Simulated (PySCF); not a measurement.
Molecule: SMILES C=CCC1=CCCC1, C$_{8}$H$_{12}$.

Bonds (- single, = double, # triple, : aromatic): C1=C2, C2-C3, C3-C4, C4=C5, C5-C6, C6-C7, C7-C8, C8-C4. C1 carries H9, H10; C2 carries H11; C3 carries H12, H13; C5 carries H14; C6 carries H15, H16; C7 carries H17, H18; C8 carries H19, H20. H9 is cis to C3; H10 is trans to C3.

Frames of a GFN2-xTB Langevin trajectory at 300 K; GIAO PBE0/pcSseg-1 shieldings in PySCF 2.14, gas phase, non-relativistic; equivalent atoms averaged within each frame.

Shifts are taken against calculated references (same method and geometry level): TMS for ¹³C (186.93 ppm) and ¹H (31.72 ppm). The references are static minima.

Question: How do the shifts (ppm) fluctuate along the trajectory?

Answer: 
```
         time (fs)     C4     C5     C2     C1    C3    C8    C6    C7   H14   H11
               250  152.5  144.2  143.6  120.9  47.4  45.8  41.7  30.3  6.18  5.64
               425  161.9  138.4  153.4  125.7  49.2  38.3  43.1  39.1  6.54  5.48
               625  152.4  135.4  147.1  119.2  43.9  38.9  37.9  31.6  6.07  6.03
               800  155.9  137.4  145.0  119.9  40.7  35.6  40.5  33.5  6.48  6.19
              1000  156.4  141.5  151.3  120.5  51.8  30.6  38.1  22.7  5.77  6.70
    mean of frames  155.8  139.4  148.1  121.3  46.6  37.8  40.2  31.4  6.21  6.01
standard deviation    3.9    3.5    4.1    2.6   4.4   5.5   2.3   5.9  0.31  0.48
```

5 frames give an uncertainty of the mean of about the standard deviation over 2.2 at best, since frames this close in time may not be independent; classical motion lacks zero-point vibration, and the reference would need the same averaging.
